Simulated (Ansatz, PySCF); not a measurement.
Reaction R1 → 3 P1, each structure at its B3LYP-D3(BJ)/def2-TZVP stationary point, reached from a drawn start (curvature not checked).
P1: O atom, charge 0, multiplicity 3.
R1: O3 (SMILES O=[O+][O-]), charge 0, multiplicity 1.

```tsv
level	reaction energy (eV)
HF/cc-pVDZ	-2.853
HF/cc-pVQZ	-2.362
PBE/def2-TZVPP	8.000
revPBE/def2-TZVPP	7.265
B97M-V/def2-TZVPP	6.300
PBE0/def2-TZVPP	6.048
M06-2X/def2-TZVPP	5.668
wB97X-V/def2-TZVPP	6.100
wB97M-V/def2-TZVPP	6.013
B2PLYP/def2-TZVPP	6.230
MP2/cc-pVDZ	5.863
MP2/cc-pVTZ	6.871
SCS-MP2/cc-pVTZ	6.384
SCS-MP2/cc-pVQZ	6.749
CCSD/cc-pVDZ	4.053
CCSD/cc-pVTZ	4.719
CCSD/cc-pVQZ	4.978
CCSD(T)/cc-pVDZ	4.846
CCSD(T)/cc-pVTZ	5.713
CCSD(T)/cc-pVQZ	6.016
```

P less R. No zero-point or thermal terms; singlets are restricted closed shells; open shells are unrestricted; no spin–orbit coupling.

Correlated levels freeze the cores.

Doubts at one or more of the structures used: other coupled-cluster roots may lie near (CCSD/cc-pVDZ, CCSD/cc-pVTZ, CCSD/cc-pVQZ, CCSD(T)/cc-pVDZ, CCSD(T)/cc-pVTZ, CCSD(T)/cc-pVQZ).

The values were computed with Ansatz (Gaussian orbitals); PySCF for M06-2X. No computed number here is a measurement.

Ansatz is a program for electronic structure.
